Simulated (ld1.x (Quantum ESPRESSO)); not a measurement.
## zirconium, PAW: configuration errors across variants

ld1.x (Quantum ESPRESSO) 7.5 input, shortened:

```
&input
   title='Zr', zed=40., rel=2, dft='BP', iswitch=3,
   config='[Kr] 4d2 5s2 5p0', rel_dist='average'
 /
 &inputp
   pseudotype=3, lpaw=.true., tm=.true., lloc=-1, rcloc=1.80,
   nlcc=.false.,
   which_augfun='BESSEL', rmatch_augfun=1.45
 /
6
4S  1  0   2.00   0.00  2.00  2.15  0.0
5S  2  0   2.00   0.00  2.00  2.15  0.0
4P  2  1   6.00   0.00  1.80  2.00  0.0
5P  3  1   0.00   0.00  1.80  2.00  0.0
4D  3  2   2.00   0.00  1.80  2.05  0.0
4D  3  2   0.00   3.25  1.80  2.05  0.0
 &test
   configts(1)='4s2 4p6 4d2 5s2 5p0'
 /
```

Open shells are filled in proportion to 2j + 1 (rel_dist='average').

All-electron excitation energies from the reference (eV): (1) 4s2 4p6 4d2 5s1 5p0 7.314; (2) 4s2 4p6 4d2 5s0 5p0 20.415; (3) 4s2 4p6 4d1 5s0 5p0 43.092; (4) 4s1 4p6 4d2 5s2 5p0 60.630; (5) 4s2 4p6 4d2.5 5s1.5 5p0 0.528; (6) 4s2 4p6 4d1 5s2 5p0 7.787; (7) 4s2 4p6 4d2 5s0 5p2 6.293.

The default core radius of the base comes out at 0.80 bohr.

3 further variants failed, have other tests or another functional or relativity, and are left out.

A true bound ghost makes a file unfit for plane-wave use even where its test errors are small: the radial tests pick states by their node count and pass the ghost by.

Errors AE − PS in meV (a dash: test not solved or not reliable):

| change | (1) | (2) | (3) | (4) | (5) | (6) | (7) | bound ghosts |
| --- | --- | --- | --- | --- | --- | --- | --- | --- |
| base | +0.1 | +0.7 | -9.7 | -37 | -1.3 | -5.4 | +2.3 | not determined |
| type TM; waves now 4s (bound): rc 2.15 bohr; 4p (bound): rc 2.00 bohr; 4d (bound): rc 2.05 bohr; local potential all-electron potential smoothed inside 1.60 bohr (lloc = -2); core correction none | -309 | -815 | -1233 | -235 | -107 | +6.4 | -985 | p3/2 |
| core correction a·sin(br)/r model core inside 0.82 bohr | +0.2 | +0.5 | -9.2 | -28 | -1.3 | -5.4 | +0.9 | not determined |
| waves 4d (bound): rcut 1.80, rcutus 2.68 bohr; 4d channel at 3.25 Ry: rcut 1.80, rcutus 2.68 bohr | +0.1 | +0.8 | +4.5 | +12 | +0.2 | +0.6 | +0.2 | not determined |
| wave 4d channel at 3.25 Ry: rcut 1.80, rcutus 2.05 bohr becomes 4d channel at 0.01 Ry: rcut 1.80, rcutus 2.05 bohr | +0.4 | +3.5 | +2.8 | -6.1 | -0.1 | +0.5 | +5.9 | not determined |
| waves 4p (bound): rcut 1.80, rcutus 1.96 bohr; 5p (bound): rcut 1.80, rcutus 1.96 bohr | +0.4 | +2.0 | -8.0 | -45 | -1.3 | -5.8 | +4.7 | not determined |

Give the same row for: augmentation PSQ, inside the norm-conserving radii.

+0.1, +0.8, -11, -68, -2.7, -8.5, -0.5; bound ghosts: not determined.
